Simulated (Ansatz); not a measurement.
Si6Ge⁻. The state is a doublet with charge -1. Geometry PBE-D4/def2-SVPD; atoms count from 1.

```xyz
7

Si    0.781   -0.651    0.514
Si   -0.404   -1.381    2.342
Si    1.823    0.967   -1.210
Si   -1.572   -0.054    0.878
Si   -0.477    0.992   -1.077
Si    2.598   -1.204   -0.775
Ge   -2.748    1.330   -0.674
```

Another isomer (doublet) lies 1.40 eV lower at PBE0-D4/def2-TZVPD; other spin states weren't run for this one.

Estimate the Mulliken populations from the PBE0/def2-TZVPD orbitals of Ansatz.


| atom | charge (e) | spin (α − β) |
| --- | --- | --- |
| Si1 | 0.34 | -0.08 |
| Si2 | -0.43 | 0.33 |
| Si3 | -0.33 | 0.29 |
| Si4 | 0.05 | 0.04 |
| Si5 | 0.05 | 0.06 |
| Si6 | -0.35 | 0.32 |
| Ge7 | -0.34 | 0.05 |
Mulliken values and Mayer orders depend strongly on the basis. With diffuse functions, as here, like atoms can get unlike values, and bond orders can come out too low or too high.

Where does the spin sit?

Summed by element: Si 0.95, Ge 0.05, of 1 unpaired in all. Largest on single atoms: Si2 0.33, Si6 0.32, Si3 0.29.

And the Mayer bond orders between bonded heavy atoms (over 0.3)?

Si1–Si2 0.93 (2.30 Å); Si1–Si3 0.53 (2.58 Å); Si1–Si4 0.61 (2.45 Å); Si1–Si5 0.46 (2.61 Å); Si1–Si6 0.83 (2.30 Å); Si2–Si4 1.05 (2.30 Å); Si3–Si5 0.95 (2.30 Å); Si3–Si6 1.17 (2.35 Å); Si4–Si5 0.61 (2.47 Å); Si4–Ge7 0.87 (2.39 Å); Si5–Ge7 1.09 (2.33 Å).
